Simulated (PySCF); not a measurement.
# Single point on BrCl

State: ³Π (triplet), unpaired electrons σ ↑, π ↑, a second solution, started from another occupation.

An equivalent input (the run itself took its basis sets from the Basis Set Exchange, started from a PBE0 density and held the occupation σ 10α 9β, πx 5α 5β, πy 5α 4β, δx 1α 1β, δy 1α 1β):

```python
from pyscf import gto, dft
mol = gto.M(atom='Br 0 0 0; Cl 0 0 2.137', basis={'Br': 'cc-pVTZ-PP', 'Cl': 'cc-pV(T+d)Z'}, ecp={'Br': 'cc-pVTZ-PP'},
            charge=0, spin=2, verbose=4, symmetry='C2v')
mf = dft.UKS(mol, xc='PBE0')
mf.grids.atom_grid = (80, 434)
mf.grids.prune = dft.gen_grid.treutler_prune
mf.irrep_nelec = {'A1': (11, 10), 'A2': (1, 1), 'B1': (5, 5), 'B2': (5, 4)}
mf.conv_tol = 1e-9
mf.max_cycle = 60
mf.diis_space = 10
mf.kernel()
```

The log (some set-up lines and the per-cycle HOMO/LUMO lines removed):

```
******** <class 'pyscf.dft.uks_symm.SymAdaptedUKS'> ********
method = SymAdaptedUKS
damping factor = 0
level_shift factor = 0
DIIS = <class 'pyscf.scf.diis.CDIIS'>
diis_start_cycle = 1
diis_space = 10
diis_damp = 0
SCF conv_tol = 1e-09
SCF conv_tol_grad = None
SCF max_cycles = 60
number electrons alpha = 22  beta = 20
Set gradient conv threshold to 3.16228e-05
init E= -876.773968729647
cycle= 1 E= -876.783908921524  delta_E= -0.00994  |g|= 0.00822  |ddm|= 0.115
cycle= 2 E= -876.78392601602  delta_E= -1.71e-05  |g|= 0.00711  |ddm|= 0.0338
cycle= 3 E= -876.783943112049  delta_E= -1.71e-05  |g|= 0.00277  |ddm|= 0.0132
cycle= 4 E= -876.783946910597  delta_E= -3.8e-06  |g|= 0.000808  |ddm|= 0.00503
cycle= 5 E= -876.783947324974  delta_E= -4.14e-07  |g|= 0.000265  |ddm|= 0.00179
cycle= 6 E= -876.783947370741  delta_E= -4.58e-08  |g|= 6.12e-05  |ddm|= 0.000414
cycle= 7 E= -876.783947373478  delta_E= -2.74e-09  |g|= 1.71e-05  |ddm|= 0.000136
cycle= 8 E= -876.78394737385  delta_E= -3.72e-10  |g|= 1.14e-05  |ddm|= 5.78e-05
Extra cycle  E= -876.78394737379  delta_E= 5.98e-11  |g|= 1.66e-05  |ddm|= 4.57e-05
converged SCF energy = -876.78394737379  <S^2> = 2.0058186  2S+1 = 3.0038765
```

Repeating this along the bond gives Re = 2.493 Å and ωe = 276 cm⁻¹.

A point of this curve took 1.2 CPU seconds beside 0.76 for the integrals, on Intel Xeon 6975P-C (shared host).

Spin–orbit coupling is left out.
